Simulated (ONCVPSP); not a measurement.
# How hard is this Pm ONCV potential?

ONCVPSP 4.0.1 input, shortened (lines: element, Z, core and valence counts, functional; n l f; lmax; l rc ep ncon nbas qcut; lloc lpopt rc5 dvloc0; l nproj debl; icmod fcfact rcfact), PBE, scalar-relativistic:

```
  Pm 61.00    9    4        4      upf
    1    0    2.00
    2    0    2.00
    2    1    6.00
    3    0    2.00
    3    1    6.00
    3    2   10.00
    4    0    2.00
    4    1    6.00
    4    2   10.00
    4    3    5.00
    5    0    2.00
    5    1    6.00
    6    0    2.00
    3
    0    2.20    0.00    4    7    5.50
    1    2.25    0.00    4    9    7.10
    2    2.20    0.08    4    9    4.70
    3    1.15    0.00    5   10   13.80
    4    4    0.95    4.00
    0    2    3.30
    1    1    1.10
    2    2    1.30
    3    1    1.60
    4    0.50    0.00
```

In the d channel the program set the typed energies aside and used 0.050, 1.350 Ha.

Problem. For each optimised wave give the share of its norm inside rc, the residual kinetic energy above qcut (Ha) and the cutoffs (Ha) for errors of 10, 1, 0.1 and 0.01 mHa per electron.

Solution.

```csv
wave,norm inside rc,residual KE,10 mHa,1 mHa,0.1 mHa,0.01 mHa
5s,0.930,4.1e-06,8.1,10.7,12.9,14.5
6s,0.048,4.1e-06,5.5,9.6,12.3,14.4
5p,0.839,9.4e-09,8.1,13.4,16.9,19.4
d projector 1,0.052,4.1e-07,3.2,5.5,7.4,8.9
d projector 2,0.124,8.8e-06,6.0,8.0,9.5,11.7
4f,0.676,4.1e-04,79.0,90.1,295.3,not reached
```

The occupied waves need 90 Ha and 295 Ha for 1 and 0.1 mHa. Note: ghosts flagged at negative energy: s at -16.0 eV; GHOST(+) flagged for p at 26.6 eV. A true bound ghost makes a file unfit for plane-wave use. Tests left out (the all-electron energies of this program are off by 10 to 40 meV for near-neutral 4f atoms).
